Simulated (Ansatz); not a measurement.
Species: C$_{2}$H$_{8}$BN$_{2}$, charge 0, multiplicity 2. It need not be the lowest isomer of its formula. SMILES: C([CH2])B(N)N
Geometry from a B3LYP-D3(BJ)/def2-TZVP (Ansatz, a first-principles code) optimisation:
```
B
N 1 1.4116
H 2 1.0049 1 121.14
H 2 1.0051 3 114.21 1 -180.00
N 1 1.4176 2 121.54 3 -180.00
H 5 1.0041 1 122.39 2 180.00
H 5 1.0052 6 113.39 1 180.00
C 1 1.6084 2 120.16 3 0.00
H 8 1.0972 1 106.64 2 -123.49
H 8 1.0972 9 106.09 1 113.40
C 8 1.4801 9 110.22 10 119.31
H 11 1.0817 8 121.20 9 -150.93
H 11 1.0817 12 117.41 8 175.09
```
Charge 0, spin multiplicity 2.

Atomisation energy built up term by term with Ansatz (kcal/mol; UHF references for open shells; valence terms freeze the core; atomic spin-orbit terms are left out). Basis-set limits of correlation are two-point, X^-3; Hartree-Fock from the larger set.

```
term                                          basis  kcal/mol
-----------------------  --------------------------  --------
Hartree-Fock                                cc-pVQZ    877.35
CCSD correlation               CBS(cc-pVTZ,cc-pVQZ)         ?
(T)                            CBS(cc-pVTZ,cc-pVQZ)         ?
core correlation                          cc-pwCVTZ      5.22
scalar relativity (X2C)  cc-pVTZ-DK against cc-pVTZ     -1.03
sum: De                                                     ?
```

Problem. What belongs in the gaps?

Solution. 
- CCSD correlation, kcal/mol: 297.30
- (T), kcal/mol: 17.45
- sum: De, kcal/mol: 1196.3
